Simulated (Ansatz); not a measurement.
Calculated with Ansatz (gas phase, PBE0-D4/def2-TZVP geometries, no zero-point term in ΔE). CBS: MP2 limit from def2 TZ/QZ plus the TZ coupled-cluster correction, frozen cores. This one scheme is used for every species. Functionals use def2-TZVPP. B3LYP here is the variant with VWN-RPA as its local correlation; programs differ in this. Each species was taken in one conformer, which may not be the lowest.

Consider the ligand exchange at the Si–C bond: `C[SiH](O)F` + `N[Si](O)(F)F` → `O[SiH](F)N[Si](O)(F)F` + CH₄.

```
             level  ΔE (kcal/mol)  difference from CCSD(T)/CBS
            PBE-D4          -17.9                          1.4
           PBE0-D4          -18.6                          0.7
          B3LYP-D4          -20.2                         -0.9
           ωB97X-V          -19.0                          0.3
           ωB97M-V          -19.2                          0.1
            B2PLYP          -19.0                          0.3
            r2SCAN          -19.3                          0.0
              PBE0          -17.3                          2.0
             B3LYP          -18.1                          1.2
    MP2/def2-TZVPP          -19.8                         -0.5
SCS-MP2/def2-TZVPP          -19.7                         -0.4
   CCSD/def2-TZVPP          -19.5                         -0.2
     HF/def2-QZVPP          -20.1                         -0.8
      HF/CBS(def2)          -20.1                         -0.8
     MP2/CBS(def2)          -19.5                         -0.2
    CCSD/CBS(def2)          -19.2                          0.1
       CCSD(T)/CBS          -19.3                            0
```

Largest T1 diagnostic among the species: 0.012.

From PBE to PBE0 (25 % exact exchange), in def2-TZVPP and without D4, ΔE moves by −0.7 kcal/mol. The D4 term adds −2.1 kcal/mol with B3LYP and −1.2 kcal/mol with PBE0; it sums over pairs of atoms, weighted by their polarisabilities, and B3LYP, whose exchange is more repulsive, gets the larger term.
